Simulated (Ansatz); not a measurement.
# Relaxing a trial structure of CH2FSi2

The starting geometry of this gas-phase doublet was optimised with GFN2-xTB.

```xyz
6

C     1.6583    0.4754   -0.4465
F    -0.9125    0.7984   -1.3145
Si    0.5082    0.2437   -2.0192
Si    1.7267    2.1565   -1.3566
H     1.2641    0.4836    0.5689
H     2.5606   -0.1342   -0.4753
```

Task: Predict what becomes of its bonds when it is optimised with PBE0-D3(BJ)/def2-SVP.

Result: A new bond forms, giving a structure with F2 bridging Si3 and Si4, given below by its coordinates. Distances that change by over a tenth: F2–Si3 (1.68 → 1.91 Å). Contacts that close: F2–Si4 (2.97 → 1.91 Å).

The energy falls by 0.43 eV over 16 steps:

```json
{"step": "1", "E − E(last) (eV)": "0.430"}
{"step": "3", "E − E(last) (eV)": "0.267"}
{"step": "4", "E − E(last) (eV)": "0.250"}
{"step": "6", "E − E(last) (eV)": "0.232"}
{"step": "8", "E − E(last) (eV)": "0.224"}
{"step": "9", "E − E(last) (eV)": "0.207"}
{"step": "11", "E − E(last) (eV)": "0.030"}
{"step": "13", "E − E(last) (eV)": "0.002"}
{"step": "14", "E − E(last) (eV)": "0.000"}
{"step": "16", "E − E(last) (eV)": "0.000"}
```

Final geometry (Å):

```csv
atom,x (Å),y (Å),z (Å)
C,1.6341,0.4163,-0.4953
F,-0.4697,1.3482,-1.3237
Si,0.4692,-0.2197,-1.8685
Si,1.2892,2.0843,-1.3593
H,1.2091,0.3429,0.5217
H,2.6734,0.0514,-0.5180
```

Frequencies at the end are all real (lowest 232 cm⁻¹). Open shells are spin-unrestricted. Run with Ansatz 0.2.0, 86 s on 1 thread of Arm Neoverse V1, with other jobs on the host.
